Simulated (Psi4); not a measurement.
H3Ga, charge -1, doublet, at a GFN2-xTB geometry (such geometries of metal compounds can be far from the true shape) (a state made from the parent by changing its charge; the spin is typed, not shown lowest) (a gas-phase anion, which may not be bound at this level).

Input for Psi4:
```
memory 2 GB

molecule {
-1 2
Ga    0.00000000    0.00000000    0.00000000
H     0.49439046   -0.32091198    1.01603804
H    -0.22367687    1.13344696   -0.21214702
H    -0.27071358   -0.81253499   -0.80389102
}

set {
  basis sto-3g
  reference uks
}

energy('b3lyp')
print_variables()
```

Problem. What <S^2> does Psi4 1.11 with B3LYP/STO-3G give?

Solution. 0.752

Problem. What is the computed number of basis functions (B3LYP/STO-3G)?

Solution. 21

Problem. Estimate the nuclear repulsion energy that B3LYP/STO-3G returns for this input.

Solution. 42.6776 Eh

Problem. What is the computed total energy (B3LYP/STO-3G)?

Solution. -1903.9440 Eh

A gas-phase anion may not be bound at this level; its values then depend on the basis.

These values belong to the state on which the SCF converged, which isn't shown to be the lowest.
